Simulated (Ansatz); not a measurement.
C4H5, charge -1, singlet, at a GFN2-xTB geometry (a gas-phase anion, which may not be bound at this level); PBE0-D4/6-31G* run with Ansatz (a first-principles code).

Input for Ansatz:
Ansatz 0.2 input:
```yaml
crystal:
  periodic: [false, false, false]
  atoms:
    - {symbol: C, position_ang: [-0.01348128, 1.18155902, 0.44895058]}
    - {symbol: C, position_ang: [0.00640291, -1.09047136, 0.32460397]}
    - {symbol: C, position_ang: [0.75400431, 0.06221722, -0.26521490]}
    - {symbol: C, position_ang: [-0.75049844, 0.04972316, -0.27751056]}
    - {symbol: H, position_ang: [-0.01520664, 2.09591209, -0.26903994]}
    - {symbol: H, position_ang: [-0.00145211, -1.21255464, 1.40980063]}
    - {symbol: H, position_ang: [0.01870869, -2.05397794, -0.20208349]}
    - {symbol: H, position_ang: [1.39180994, -0.01229614, -1.15053042]}
    - {symbol: H, position_ang: [-1.37242485, -0.03525157, -1.17312134]}
basis:
  gaussian:
    orbitals: 6-31G*
hamiltonian:
  xc: pbe0
  dispersion: d4
total_charge: -1
```

### Question
Predict the main parts of the log of this Ansatz run.

### Answer

```
Functional definition: PBE0
920 factors; their error is unknown
mean field evaluation 1: about -4217.7867 eV, gradient 2.4e1 eV
mean field evaluation 2: about -4217.0091 eV, gradient 3.0e1 eV
mean field evaluation 4: about -4219.3896 eV, gradient 1.0e0 eV
mean field evaluation 8: about -4219.3474 eV, gradient 5.7e-2 eV
mean field evaluation 16: about -4219.3474 eV, gradient 1.8e-5 eV
mean field -4219.34737886 eV, -155.0581561966 hartree, gradient 1.8e-5 eV, S^2 0.000000; 0 other end points of the search recorded, 0 dependent functions left out
reference -4219.34739838 eV, -155.0581569142 hartree; 15, 15 occupied and 55, 55 virtual orbitals, 920 factors
Total energy: -4219.49519209 eV, -155.0635882329 hartree
```
